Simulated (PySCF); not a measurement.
C₇H₈S.
Bonds: C1–C2, C2–C3 (aromatic), C3–C4 (aromatic), C4–C5 (aromatic), C5–C6 (aromatic), C6–C7 (aromatic), C7–S8, C2–C7 (aromatic). Hydrogens: H9, H10, H11 on C1; H12 on C3; H13 on C4; H14 on C5; H15 on C6; H16 on S8.

Method: PBE0-D3(BJ)/def2-SVP geometry optimisation, gas phase in PySCF 2.14.0; density fitting, grid level 2; the optimiser is geomeTRIC in internal coordinates, started from a GFN2-xTB structure.

Step 0: E = -18204.0778 eV
```
atom  x, y, z in Å  |  force x, y, z in eV/Å
C1     -1.9106   -0.9348   -0.1990    0.504   0.173   0.053
C2     -0.5148   -0.4027   -0.0675   -0.416  -0.266  -0.062
C3      0.5697   -1.2354   -0.3133    0.099   0.013   0.000
C4      1.8740   -0.7917   -0.1911    0.062  -0.057  -0.020
C5      2.1209    0.5168    0.1870    0.005  -0.029   0.014
C6      1.0611    1.3677    0.4292    0.002   0.002   0.013
C7     -0.2472    0.9172    0.3002   -0.490   0.480   0.113
S8     -1.5137    2.1086    0.6564    0.384   0.181   0.204
H9     -2.4723   -0.7839    0.7232   -0.273   0.065   0.304
H10    -1.8863   -2.0002   -0.4123   -0.056  -0.386  -0.095
H11    -2.4425   -0.4402   -1.0139   -0.273   0.152  -0.266
H12     0.3802   -2.2593   -0.6026   -0.084  -0.441  -0.125
H13     2.6930   -1.4666   -0.3890    0.360  -0.294  -0.084
H14     3.1334    0.8759    0.2902    0.455   0.166   0.045
H15     1.2348    2.3928    0.7212    0.124   0.458   0.102
H16    -2.5353    1.4291    0.1468   -0.404  -0.216  -0.196
```

Step 1: E = -18204.1222 eV
```
atom  x, y, z in Å  |  force x, y, z in eV/Å
C1     -1.9120   -0.9358   -0.1967   -0.079  -0.037  -0.011
C2     -0.5171   -0.4089   -0.0688    0.016   0.056   0.010
C3      0.5782   -1.2426   -0.3174   -0.027  -0.084  -0.023
C4      1.8903   -0.7986   -0.1911    0.044  -0.031  -0.009
C5      2.1311    0.5188    0.1889    0.077   0.017   0.012
C6      1.0633    1.3751    0.4284   -0.005   0.089   0.021
C7     -0.2566    0.9256    0.3037    0.017  -0.055  -0.007
S8     -1.5221    2.1002    0.6878   -0.137  -0.052  -0.031
H9     -2.4880   -0.7822    0.7318    0.018   0.000  -0.023
H10    -1.9065   -2.0124   -0.4176   -0.005   0.019   0.001
H11    -2.4652   -0.4363   -1.0128    0.013  -0.018   0.027
H12     0.3848   -2.2788   -0.6124    0.009   0.033   0.011
H13     2.7211   -1.4810   -0.3879   -0.022   0.019   0.004
H14     3.1552    0.8874    0.2951   -0.036  -0.008  -0.006
H15     1.2496    2.4145    0.7147   -0.008  -0.031  -0.017
H16    -2.5619    1.4484    0.1198    0.126   0.082   0.041
```

Step 2: E = -18204.1237 eV
```
atom  x, y, z in Å  |  force x, y, z in eV/Å
C1     -1.9141   -0.9404   -0.1935   -0.013   0.006   0.006
C2     -0.5178   -0.4108   -0.0677    0.002   0.003   0.011
C3      0.5771   -1.2452   -0.3197    0.009   0.040   0.012
C4      1.8887   -0.7967   -0.1928    0.027  -0.022  -0.006
C5      2.1313    0.5204    0.1905   -0.007  -0.006   0.004
C6      1.0632    1.3766    0.4336    0.000  -0.028  -0.016
C7     -0.2556    0.9226    0.3082   -0.004  -0.002  -0.014
S8     -1.5212    2.0983    0.6933   -0.024  -0.005   0.034
H9     -2.4865   -0.7890    0.7365    0.003   0.009  -0.001
H10    -1.9085   -2.0160   -0.4166    0.006   0.002  -0.002
H11    -2.4704   -0.4405   -1.0058    0.000   0.000   0.002
H12     0.3854   -2.2803   -0.6160    0.005   0.005   0.001
H13     2.7196   -1.4767   -0.3926    0.005  -0.001  -0.001
H14     3.1544    0.8891    0.2942    0.001  -0.004  -0.002
H15     1.2474    2.4156    0.7188   -0.006  -0.003  -0.005
H16    -2.5487    1.4664    0.0949   -0.003   0.008  -0.022
```

Step 3: E = -18204.1243 eV
```
atom  x, y, z in Å  |  force x, y, z in eV/Å
C1     -1.9169   -0.9443   -0.1873    0.072   0.002   0.008
C2     -0.5190   -0.4133   -0.0663    0.006  -0.011   0.024
C3      0.5807   -1.2419   -0.3216   -0.009  -0.028  -0.011
C4      1.8949   -0.7981   -0.1967   -0.106   0.088   0.028
C5      2.1319    0.5190    0.1917   -0.044  -0.017  -0.004
C6      1.0599    1.3709    0.4380    0.009  -0.029  -0.020
C7     -0.2598    0.9186    0.3140    0.043   0.026  -0.024
S8     -1.5279    2.0919    0.7070    0.106   0.021   0.095
H9     -2.4837   -0.7929    0.7454   -0.006   0.015   0.017
H10    -1.9118   -2.0189   -0.4120    0.007  -0.018  -0.005
H11    -2.4775   -0.4439   -0.9951   -0.008   0.014  -0.021
H12     0.3905   -2.2754   -0.6205   -0.012  -0.039  -0.013
H13     2.7257   -1.4760   -0.4009    0.007  -0.015  -0.003
H14     3.1528    0.8916    0.2941    0.030   0.015   0.007
H15     1.2419    2.4094    0.7225    0.008   0.031   0.009
H16    -2.5373    1.4965    0.0532   -0.104  -0.055  -0.087
```

Q: Estimate the geometry and energy of step 4. (The exact step hangs on the optimiser's Hessian estimate; all steps are aligned on step 3, rigid shifts and turns removed.)

A: E = -18204.1266 eV, largest force 0.147 eV/Å
```
atom  x, y, z in Å  |  force x, y, z in eV/Å
C1     -1.9163   -0.9472   -0.1804    0.076   0.004   0.009
C2     -0.5182   -0.4161   -0.0652   -0.025  -0.059   0.019
C3      0.5799   -1.2447   -0.3261    0.005   0.044   0.005
C4      1.8921   -0.7956   -0.1998   -0.053   0.043   0.014
C5      2.1307    0.5200    0.1929   -0.069  -0.021  -0.010
C6      1.0583    1.3703    0.4424    0.003  -0.040  -0.024
C7     -0.2601    0.9142    0.3186    0.036   0.064  -0.011
S8     -1.5344    2.0777    0.7258    0.109   0.013   0.097
H9     -2.4774   -0.7927    0.7549   -0.015   0.014   0.016
H10    -1.9115   -2.0218   -0.4049    0.002  -0.019  -0.002
H11    -2.4804   -0.4469   -0.9856   -0.014   0.013  -0.025
H12     0.3915   -2.2777   -0.6280   -0.010  -0.032  -0.012
H13     2.7238   -1.4712   -0.4075    0.017  -0.018  -0.003
H14     3.1516    0.8926    0.2943    0.031   0.009   0.006
H15     1.2377    2.4088    0.7278    0.007   0.033   0.012
H16    -2.5232    1.5239    0.0063   -0.100  -0.049  -0.092
```

The energy changes by -0.0023 eV. The first-order estimate −F·Δx gives -0.0024 eV and the mean of the old and new forces, exact on a quadratic surface, -0.0024 eV. The step makes an angle of 83° with the force vector and moves no atom by more than 0.056 Å.

What follows is the cost of the whole optimisation. Hardware: one thread of an Arm Neoverse V1, shared host with 32 logical CPUs at a one-minute load of 16. Cost: 1.9 min of wall time, 0.75 GiB resident at most.
